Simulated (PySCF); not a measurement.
ClGeH4N, SMILES [NH2][GeH2][Cl]. Geometry optimised at ωB97X-D3(BJ)/def2-SVP. The values are those of a single conformer.

Computed equilibrium geometry at ωB97X-D3(BJ)/def2-SVP (PySCF confirms it by a frequency run) as bond lengths and angles, and its point group (one conformer of several):
point group Cs.
Atoms: Ge1 N2 Cl3 H4 H5 H6 H7. Bonded distances (Å): Ge1–N2 1.814, Ge1–Cl3 2.177, Ge1–H4 1.529, Ge1–H5 1.529, N2–H6 1.017, N2–H7 1.017. Angles (°): N2–Ge1–Cl3 112.3, N2–Ge1–H4 108.7, N2–Ge1–H5 108.7, Cl3–Ge1–H4 106.2, Cl3–Ge1–H5 106.2, H4–Ge1–H5 114.7, Ge1–N2–H6 115.8, Ge1–N2–H7 115.8, H6–N2–H7 109.2.
Charge 0, spin multiplicity 1.
